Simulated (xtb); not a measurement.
CH2F, SMILES [CH2]F (connectivity only; charge and spin as stated), charge +1, multiplicity 1. All values are semi-empirical tight-binding results from xtb (GFN2-xTB unless named), good for trends rather than for accurate numbers. The structure is a stationary point at GFN2-xTB. The multiplicity is an assumed one; other spin states were not compared. The isomer is the one that the SMILES or the coordinates give; other isomers of the formula were not compared.

Computed properties:
```json
{
  "point_group_as_xtb_finds_it": "C2v",
  "orbital_gap": "2.63 eV",
  "zero_point_energy": "15.0 kcal/mol",
  "G − E(el) at 298.15 K (modified RRHO)": "1.6 kcal/mol",
  "static polarisability (D4 model)": "13.9 bohr³",
  "solvation energy, GFN2-xTB/ALPB(water)": "-78.4 kcal/mol",
  "solvation energy, GFN2-xTB/ALPB(octanol)": "-68.9 kcal/mol"
}
```

Computed IR lines (harmonic; lines under 4 % of the strongest left out, lines within 3 cm⁻¹ merged):
ν (cm⁻¹): 1008 (m), 1227 (s), 1546 (s), 2802 (m), 2836 (vs) (against the strongest line: vs over 80 %, s over 45 %, m over 15 %, w over 4 %, vw less)
